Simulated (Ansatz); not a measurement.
Correlation energies of CH4FNSSi by basis set

Z-matrix (Å, degrees):
```
C
S 1 1.831
N 1 1.431 2 109.6
H 1 1.093 2 109.4 3 -119.4
H 1 1.092 2 108.4 3 122.4
H 2 1.343 1 96.7 3 -161.4
Si 3 1.713 1 123.9 2 -111.0
H 3 1.013 1 114.3 2 65.3
F 7 1.621 3 98.1 1 178.6
```

Charge 0, multiplicity 1. The bonds changed during the relaxation, so this is another structure than the one it started from. Geometry: relaxed with PBE0-D4/def2-TZVP. It is one conformer, not always the lowest. Frozen core, restricted reference, the Gaussian-basis code of Ansatz. CBS rows extrapolate triple and quadruple zeta; past MP2 they add the triple-zeta difference.

| basis | HF (Eh) | MP2 corr. | CCSD corr. | (T) | CCSD(T) total |
| --- | --- | --- | --- | --- | --- |
| def2-SVP | -880.22620 | ? | ? | -0.02033 | ? |
| def2-TZVPP | -880.71285 | -0.90662 | -0.94694 | -0.03828 | -881.69807 |
| def2-QZVPP | -880.74276 | ? | – | – | – |
| CBS(def2) | -880.74688 | -1.03584 | ? | as TZ | ? |

Fill in the withheld values. (Best estimate.)

The calculation gave: def2-SVP MP2 corr.: -0.70343; def2-SVP CCSD corr.: -0.75066; def2-SVP CCSD(T) total: -880.99719; def2-QZVPP MP2 corr.: -0.98085; CBS(def2) CCSD corr.: -1.07616; CBS(def2) CCSD(T) total: -881.86132.
